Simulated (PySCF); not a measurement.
C8H10S.
Structure used (PBE0-D3(BJ)/def2-SVP), in Å, numbered top down from 1:
```xyz
19
C8H10S angstrom
C      1.799   -0.655   -2.750
C      1.552   -0.424   -1.586
C      1.200   -0.178   -0.208
C     -0.281   -0.321    0.088
C     -1.254    0.745   -0.449
C     -2.055    0.607    0.859
C     -0.821   -0.053    1.504
C      2.189   -0.542    0.844
S      2.080    1.240    0.569
H      2.032   -0.846   -3.781
H     -0.583   -1.324   -0.258
H     -1.762    0.543   -1.403
H     -0.751    1.722   -0.514
H     -2.892   -0.101    0.756
H     -2.436    1.529    1.321
H     -0.979   -0.919    2.164
H     -0.193    0.691    2.020
H      1.784   -0.900    1.797
H      3.122   -1.018    0.528
```

Level: wB97X-D/def2-SVPD in PySCF, non-relativistic, on one gas-phase PBE0-D3(BJ)/def2-SVP geometry that isn't relaxed in the solvent. The solvent is an IEF-PCM continuum (Bondi radii, 1.10 Å for H, scaled by 1.2), and excitations are vertical TDDFT with non-equilibrium linear response and a frozen core. The model holds no explicit solvent molecules, cavitation or dispersion.

Gas-phase singlets (H = HOMO, L = LUMO):

```
state  E (eV)  λ (nm)      f  leading configuration
   S1   4.613     269  0.004                H→L 91%
   S2   6.006     206  0.018              H-2→L 39%
   S3   6.130     202  0.037              H→L+1 74%
   S4   6.311     196  0.047              H-1→L 34%
   S5   6.405     194  0.004              H→L+3 16%
```

How does the list change in methanol (ε = 32.61)?

```
state  E (eV)  λ (nm)      f  leading configuration  change by rank (eV)
   S1   4.685     265  0.005                H→L 91%               +0.072
   S2   6.021     206  0.037              H-1→L 46%               +0.015
   S3   6.181     201  0.052              H→L+1 74%               +0.051
   S4   6.328     196  0.069              H-2→L 35%               +0.017
   S5   6.485     191  0.005              H→L+3 21%               +0.080
```

Give the list for dimethylsulfoxide (ε = 46.83), n² = 2.19.

```
state  E (eV)  λ (nm)      f  leading configuration  change by rank (eV)
   S1   4.682     265  0.006                H→L 91%               +0.069
   S2   6.018     206  0.044              H-1→L 48%               +0.012
   S3   6.176     201  0.057              H→L+1 73%               +0.046
   S4   6.320     196  0.074              H-2→L 36%               +0.009
   S5   6.484     191  0.006              H→L+3 21%               +0.079
```

The ground-state energy changes by -0.199 eV from gas to dimethylsulfoxide. By how much does the total energy of gas-phase S1 change?

E(S1) = E(S0) + excitation energy, so it changes by -0.199 + 0.069 = -0.130 eV: it is lowered less than the ground state, which is what a blue shift means. This is the vertical state, with the slow part of the continuum still set for S0.

How do the frontier levels move from gas to dimethylsulfoxide?

```csv
orbital,gas (eV),solvent (eV),change (eV)
LUMO+2,2.29,2.28,-0.01
LUMO+1,2.05,1.98,-0.07
LUMO,1.17,1.07,-0.10
HOMO,-8.55,-8.72,-0.17
HOMO-1,-9.48,-9.60,-0.12
HOMO-2,-9.84,-9.95,-0.11
HOMO-3,-10.67,-10.58,+0.09
```

The HOMO–LUMO gap goes from 9.72 to 9.79 eV.

Cost: about 2.5 min of CPU time on one thread; the machine was shared, so the figure is rough. This is the whole response run at wB97X-D/def2-SVPD in dimethylsulfoxide, SCF included.

wB97X-D is run here without its empirical dispersion term; that term would change no orbital, density or response property at a fixed geometry.
